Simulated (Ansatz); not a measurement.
Reaction (cleavage of the Ge–Si bond): `[SiH3][SiH2][GeH2][SiH3]` + H–F → `[F][GeH2][SiH3]` + `[SiH3][SiH3]`

Computed with Ansatz on PBE0-D4/def2-TZVP structures; ΔE is electronic, products minus reactants. CCSD(T)/CBS adds triple-zeta CCSD(T) − MP2 to the extrapolated MP2 energy (def2 sets, frozen cores). This one scheme is used for every species. Functionals use def2-TZVPP. For Ge outer-core shells are correlated without core-valence functions, which leaves a few kJ/mol of doubt a bond. Scalar relativity is left out up to krypton. One conformer a species, not always the lowest.

| level | ΔE (kJ/mol) |
| --- | --- |
| r2SCAN-D4 | -22.5 |
| r2SCAN0-D4 | -17.5 |
| CCSD/def2-TZVPP | -22.9 |
| MP2/def2-QZVPP | -12.4 |

Q: What does CCSD(T)/CBS give? (Best estimate.)

A: Computed: -12.7 kJ/mol. The listed levels differ from it by -9.8, -4.8, -10.2, 0.3 kJ/mol.

Largest T1 diagnostic among the species: 0.013.

The D4 term adds +15.3 kJ/mol with B3LYP and +9.0 kJ/mol with PBE0; it sums over pairs of atoms, weighted by their polarisabilities, and B3LYP, whose exchange is more repulsive, gets the larger term. Leaving LDA and LC-ωPBE aside and taking each functional with its dispersion term where it has one, the values, not all of them listed here, spread over 26.7 kJ/mol, from CAM-B3LYP-D4 to HSE06-D4. LDA lies +12.9 kJ/mol from PBE without D4. From r2SCAN to r2SCAN0 (25 % exact exchange), in def2-TZVPP and without D4, ΔE moves by +4.2 kJ/mol.

CCSD(T)/CBS has its own doubt, a few kJ/mol and more with outer-core shells, so smaller differences from it don't rank the levels.

B3LYP here is the variant with VWN-RPA as its local correlation; programs differ in this.
